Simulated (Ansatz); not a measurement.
HClO (SMILES OCl), singlet, at a GFN2-xTB geometry, atoms displaced at random by about 0.02 Å a coordinate. Base run: PBE/def2-SVP run with Ansatz (an electronic-structure program).

Here is a job for Ansatz.
Ansatz 0.2 input:
```yaml
crystal:
  periodic: [false, false, false]
  atoms:
    - {symbol: O, position_ang: [-0.00229892, 1.10117240, -0.00477292]}
    - {symbol: H, position_ang: [-0.92941921, 1.32884161, -0.04866170]}
    - {symbol: Cl, position_ang: [0.05432407, -0.59215025, -0.01669437]}
basis:
  gaussian:
    orbitals: def2-SVP
hamiltonian:
  xc: pbe
relax: {}
```

Variants of this job, named by their change:

```json
[
 {"change": "base", "ΔE vs base (µEh)": "0.0", "optimiser steps": "5"},
 {"change": "relax = escape_saddle: false", "ΔE vs base (µEh)": "0.0", "optimiser steps": "5"},
 {"change": "relax = f_tol: 0.1", "ΔE vs base (µEh)": "10.0", "optimiser steps": "3"},
 {"change": "relax = f_tol: 0.0005", "ΔE vs base (µEh)": "0.0", "optimiser steps": "6"},
 {"change": "relax = max_displacement: 0.02", "ΔE vs base (µEh)": "0.0", "optimiser steps": "5"},
 {"change": "relax = max_displacement: 0.5", "ΔE vs base (µEh)": "0.0", "optimiser steps": "6"},
 {"change": "relax = f_tol: 0.05", "ΔE vs base (µEh)": "0.7", "optimiser steps": "4"}
]
```
